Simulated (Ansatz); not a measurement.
Consider the cleavage of the Si–Si bond: `C[SiH](F)[SiH2]Cl` + `C=C[NH][GeH3]` → `C=C[N]([GeH3])[SiH2]Cl` + `C[SiH2]F`.

Calculated with Ansatz (gas phase, PBE0-D4/def2-TZVP geometries, no zero-point term in ΔE). CCSD(T)/CBS adds triple-zeta CCSD(T) − MP2 to the extrapolated MP2 energy (def2 sets, frozen cores). DFT in def2-TZVPP. B3LYP here is the variant with VWN-RPA as its local correlation; programs differ in this. For Ge outer-core shells are correlated without core-valence functions, which leaves a few kJ/mol of doubt a bond. Scalar relativity is left out up to krypton. Each species was taken in one conformer, which may not be the lowest.

```tsv
level	ΔE (kJ/mol)
PBE-D4	-59.8
B3LYP-D4	-76.7
B2PLYP	-79.9
PBE	-54.2
HF/def2-TZVPP	-80.5
MP2/def2-TZVPP	-97.2
MP2/def2-QZVPP	-97.2
SCS-MP2/def2-QZVPP	-94.0
```

Q: What does CCSD(T)/CBS give? (Best estimate.)

A: Computed: -86.3 kJ/mol. The listed levels differ from it by 26.5, 9.6, 6.4, 32.1, 5.8, -10.9, -10.9, -7.7 kJ/mol.

Largest T1 diagnostic among the species: 0.012.

In def2-TZVPP, CCSD(T) changes the Hartree–Fock value by −6.5 kJ/mol (the triples alone add −1.5 kJ/mol) and MP2 by −16.7 kJ/mol. The D4 term adds −9.1 kJ/mol with B3LYP and −4.9 kJ/mol with PBE0; it sums over pairs of atoms, weighted by their polarisabilities, and B3LYP, whose exchange is more repulsive, gets the larger term.
